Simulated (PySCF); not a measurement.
# Relaxation of doublet SnF₂⁺

Method: PySCF, UPBE0, basis Sn def2-TZVP with ECP28, F def2-TZVP (scalar-relativistic core potentials, no spin–orbit coupling, density fitting). A (50,194) grid was used.

A hand-made linear start, of D∞h symmetry, held to at least that symmetry:

```xyz
3
charge 1 multiplicity 2, angstrom
Sn    0.0000    0.0000    0.0000
F     0.0000    0.0000    1.9992
F     0.0000    0.0000   -1.9992
```

Optimiser trace:
| step | E − E(last) (kJ/mol) | largest gradient (Eh/bohr) |
| --- | --- | --- |
| 0 | 12.26 | 0.02723 |
| 1 | 0.07 | 0.00241 |
| 2 | 0.01 | 0.00069 |
| 3 | 0.00 | 0.00001 |

It ends at D∞h with Sn–F 1.916 Å (×2); F–Sn–F 180.0°. A frequency run shows 2 imaginary modes (one degenerate set), down to 139i cm⁻¹, so it is a higher-order saddle point.

No spin–orbit coupling is included, which matters more the heavier the element.

The relaxation took 5.3 s on 4 threads of a shared Arm Neoverse V2 host, with 112 basis functions and 4 gradients; the process peaked at 0.54 GiB. Launch command: `OMP_NUM_THREADS=4 python axn.py task.json out`.
